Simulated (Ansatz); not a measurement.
`[CH3][GeH]([NH2])[CH]=O`. Charge 0, multiplicity 1. Correlated methods include outer-core shells of Ge, which these sets cover unevenly. Scalar relativity is left out up to krypton.

Z-matrix (Å, degrees):
```
C
Ge 1 1.939
H 1 1.091 2 109.9
H 1 1.090 2 110.0 3 -119.0
H 1 1.090 2 110.2 3 120.1
N 2 1.842 1 109.5 3 -57.4
C 2 2.015 1 107.8 3 64.3
H 2 1.543 1 114.1 3 -175.6
H 6 1.010 2 115.2 1 63.7
H 6 1.010 2 115.3 1 -168.1
O 7 1.203 2 122.4 1 8.4
H 7 1.120 2 118.3 1 -169.8
```

(1) Give the diagnostics of a CCSD(T)/def2-TZVPP run (frozen core, the Gaussian-basis code of Ansatz). (Estimate.)

## Answers

(1) The calculation gave: T1 = 0.0128, largest single amplitude 0.026, largest double 0.054, (T) share of the correlation energy 3.9 %, 11 CCSD cycles. The RHF solution is stable towards an unrestricted one. T1 lies under the customary mark of 0.02 for closed shells.
